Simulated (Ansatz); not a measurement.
Geometry optimisation, Ansatz, RKS PBE0/def2-SVP.

Input file:

```yaml
crystal:
  periodic: [false, false, false]
  atoms:
    - { symbol: W, position_ang: [0.0, 0.0, 0.0] }
    - { symbol: H, position_ang: [0.9528, 0.0, 1.6669] }
    - { symbol: H, position_ang: [1.6669, 0.0, 0.9528] }
    - { symbol: H, position_ang: [0.0, 1.72, 0.0] }
    - { symbol: H, position_ang: [-1.72, 0.0, 0.0] }
    - { symbol: H, position_ang: [0.0, -1.72, 0.0] }
    - { symbol: H, position_ang: [0.0, 0.0, -1.72] }
basis:
  gaussian: { orbitals: def2-SVP }
hamiltonian:
  xc: pbe0
relax:
  f_tol: 0.15
  max_steps: 25
  restrain:
    - { distance: [1, 2], at: 0.66, k: 30.0 }
    - { distance: [0, 1], at: 2.92, k: 30.0 }
    - { distance: [0, 2], at: 2.92, k: 30.0 }
output:
  orbitals: {}
```

Command:

```bash
$ ansatz run input.yaml --threads 1 --pin off --max-ram 2048MiB --backend cpu --events-out ev --progress --plain --runs-dir out
```

Task: Where does it end, and by what steps?

Result: The run converged. The restraints hold the end off the free minimum. After 21 steps the energy has fallen by 2.678 eV (the restraints' own energy left out); H2 moved furthest, 0.75 Å. Parted: W1–H2 (1.92 → 2.92 Å), W1–H3 (1.92 → 2.92 Å). Joined: H2–H3 (1.01 → 0.72 Å).

```json
{"step": "0", "energy less start (eV)": "0.0000", "largest force component (eV/Å)": "3.152", "accepted": "yes"}
{"step": "1", "energy less start (eV)": "-0.6846", "largest force component (eV/Å)": "2.492", "accepted": "yes"}
{"step": "2", "energy less start (eV)": "-0.8884", "largest force component (eV/Å)": "3.218", "accepted": "yes"}
{"step": "3", "energy less start (eV)": "-0.9440", "largest force component (eV/Å)": "3.844", "accepted": "yes"}
{"step": "4", "energy less start (eV)": "-1.0177", "largest force component (eV/Å)": "4.604", "accepted": "yes"}
{"step": "5", "energy less start (eV)": "-1.3063", "largest force component (eV/Å)": "4.589", "accepted": "yes"}
{"step": "6", "energy less start (eV)": "-2.2632", "largest force component (eV/Å)": "1.554", "accepted": "yes"}
{"step": "7", "energy less start (eV)": "-2.6055", "largest force component (eV/Å)": "1.155", "accepted": "yes"}
{"step": "8", "energy less start (eV)": "-2.6155", "largest force component (eV/Å)": "1.335", "accepted": "yes"}
{"step": "9", "energy less start (eV)": "-2.6122", "largest force component (eV/Å)": "1.346", "accepted": "no"}
{"step": "10", "energy less start (eV)": "-2.6307", "largest force component (eV/Å)": "1.208", "accepted": "yes"}
{"step": "11", "energy less start (eV)": "-2.6612", "largest force component (eV/Å)": "0.558", "accepted": "no"}
{"step": "12", "energy less start (eV)": "-2.6324", "largest force component (eV/Å)": "1.204", "accepted": "yes"}
{"step": "13", "energy less start (eV)": "-2.6459", "largest force component (eV/Å)": "0.974", "accepted": "yes"}
{"step": "14", "energy less start (eV)": "-2.6476", "largest force component (eV/Å)": "0.983", "accepted": "yes"}
{"step": "15", "energy less start (eV)": "-2.6636", "largest force component (eV/Å)": "1.351", "accepted": "yes"}
{"step": "16", "energy less start (eV)": "-2.6818", "largest force component (eV/Å)": "1.316", "accepted": "no"}
{"step": "17", "energy less start (eV)": "-2.6458", "largest force component (eV/Å)": "2.116", "accepted": "yes"}
{"step": "18", "energy less start (eV)": "-2.6533", "largest force component (eV/Å)": "2.138", "accepted": "yes"}
{"step": "19", "energy less start (eV)": "-2.7068", "largest force component (eV/Å)": "0.794", "accepted": "no"}
{"step": "20", "energy less start (eV)": "-2.6852", "largest force component (eV/Å)": "1.495", "accepted": "yes"}
{"step": "21", "energy less start (eV)": "-2.6785", "largest force component (eV/Å)": "1.801", "accepted": "yes"}
```

```xyz
7
Properties=species:S:1:pos:R:3
W -0.430 0.000 -0.429
H 1.612 -0.360 1.628
H 1.629 0.360 1.611
H 0.171 1.473 0.190
H -2.100 0.152 -0.173
H 0.189 -1.474 0.171
H -0.171 -0.152 -2.099
```

Run time: 49 s on 1 thread of Arm Neoverse V2, with other jobs on the host, peak memory 0.12 GiB.
